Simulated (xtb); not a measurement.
CH2 (SMILES [CH2]), triplet, at a GFN2-xTB geometry; xtb 6.7.1 with GFN-FF.

xtb was given this input:
```
$ xtb mol.xyz --gfnff --uhf 2 --json

# file mol.xyz
3

C     -0.00086561     0.10089553     0.01170220
H     -0.97847113    -0.31231328    -0.02467531
H      0.98366479    -0.29305989    -0.04553788
```

Q: Predict the main parts of the log of this xtb run.

A: 
```
   ID    Z sym.   atoms
    1    6 C      1
    2    1 H      2, 3

           -------------------------------------------------
          |                Calculation Setup                |
           -------------------------------------------------

          ==================== Thresholds ====================
          CN  :   150.00000
          rep :   500.00000
          disp:  2500.00000
          HB1 :   250.00000
          HB2 :   450.00000

          Pauling EN used:
          Z : 1  EN :  2.20
          Z : 6  EN :  2.55
          electric field strengths (au): 0.000

           -------------------------------------------------
          |           Force Field Initialization            |
           -------------------------------------------------

          distances ...
          ----------------------------------------
          generating topology and atomic info file ...
          pair mat ...
          computing topology distances matrix with Floyd-Warshall algo ...
          making topology EEQ charges ...
          #fragments for EEQ constrain: 1
          ----------------------------------------
          generating topology and atomic info file ...
          pair mat ...
          computing topology distances matrix with Floyd-Warshall algo ...
          making topology EEQ charges ...
          #fragments for EEQ constrain: 1
          rings ...
          # BATM   0
          # H in HB   2
          doing iterative Hueckel for 1 subsystem(s) ...

  atom   neighbors  erfCN metchar sp-hybrid imet pi  qest     coordinates
    1  C       2    1.92   0.00        -2    0    0  -0.342   -0.001636    0.190665    0.022114
    2  H       1    0.98   0.00         0    0    0   0.171   -1.849042   -0.590187   -0.046630
    3  H       1    0.98   0.00         0    0    0   0.171    1.858857   -0.553803   -0.086054

          #atoms :   3
          #bonds :   2
          #angl  :   1
          #tors  :   0
          #nmol  :   1
          #optfrag :   1
           -------------------------------------------------
          |                   G F N - F F                   |
          |          A general generic force-field          |
          |                  Version 1.0.3                  |
           -------------------------------------------------
          Number of HB bonds (bound hydrogen)     0
          Number of HB bonds (unbound hydrogen)   0
          Number of XB bonds                      0

         :::::::::::::::::::::::::::::::::::::::::::::::::::::
         ::                     SUMMARY                     ::
         :::::::::::::::::::::::::::::::::::::::::::::::::::::
         :: total energy              -0.364378822039 Eh    ::
         :: gradient norm              0.037245342302 Eh/a0 ::
         ::.................................................::
         :: bond energy               -0.348633915634 Eh    ::
         :: angle energy               0.000251246782 Eh    ::
         :: torsion energy             0.000000000000 Eh    ::
         :: repulsion energy           0.015321640242 Eh    ::
         :: electrostat energy        -0.031101030730 Eh    ::
         :: dispersion energy         -0.000216762699 Eh    ::
         :: HB energy                  0.000000000000 Eh    ::
         :: XB energy                  0.000000000000 Eh    ::
         :: bonded atm energy          0.000000000000 Eh    ::
         :: external energy            0.000000000000 Eh    ::
         :: add. restraining           0.000000000000 Eh    ::
         :: total charge              -0.000000000000 e     ::
         :::::::::::::::::::::::::::::::::::::::::::::::::::::

           -------------------------------------------------
          |                Property Printout                |
           -------------------------------------------------

molecular dipole:
                 x           y           z       tot (Debye)
 q only:        0.002      -0.238      -0.028       0.609

           -------------------------------------------------
          | TOTAL ENERGY               -0.364378822039 Eh   |
          | GRADIENT NORM               0.037245342302 Eh/α |
           -------------------------------------------------
########################################################################
[WARNING] Runtime exception occurred
-1- gfnff_setup: Could not read topology file.
########################################################################

normal termination of xtb
```
